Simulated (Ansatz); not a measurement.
Input file for Ansatz (an electronic-structure program): R-CCSD(T)/cc-pV(T+d)Z on H4OSi (SMILES O[SiH3]), a point of a torsion scan. Files ending in .json are basis or fitting sets from the Basis Set Exchange.

Ansatz 0.2 input:
```yaml
crystal:
  periodic: [false, false, false]
  atoms:
    - {symbol: O, position_ang: [1.08449726, -0.50618693, -0.24530297]}
    - {symbol: Si, position_ang: [-0.42364506, 0.03363851, 0.02855248]}
    - {symbol: H, position_ang: [1.85669455, 0.00445046, -0.02012193]}
    - {symbol: H, position_ang: [-0.65674460, 1.28287277, -0.69924014]}
    - {symbol: H, position_ang: [-0.62517166, 0.27572598, 1.45871566]}
    - {symbol: H, position_ang: [-1.22077085, -1.07195283, -0.47553895]}
basis:
  gaussian:
    orbitals: cc-pV_T+d_Z.json
magnetization: {spin_polarized: false}
correlation: {method: ccsd_t, electrons: outside_noble_gas}
scf: {lower_state_search: off}
```

Predict the final total energy.

-366.6224 hartree (reference determinant -366.2104, T1 diagnostic 0.010).

How many basis functions does it have, and what does it roughly cost on one machine?

125 functions; about 7 core-seconds (a rough figure).
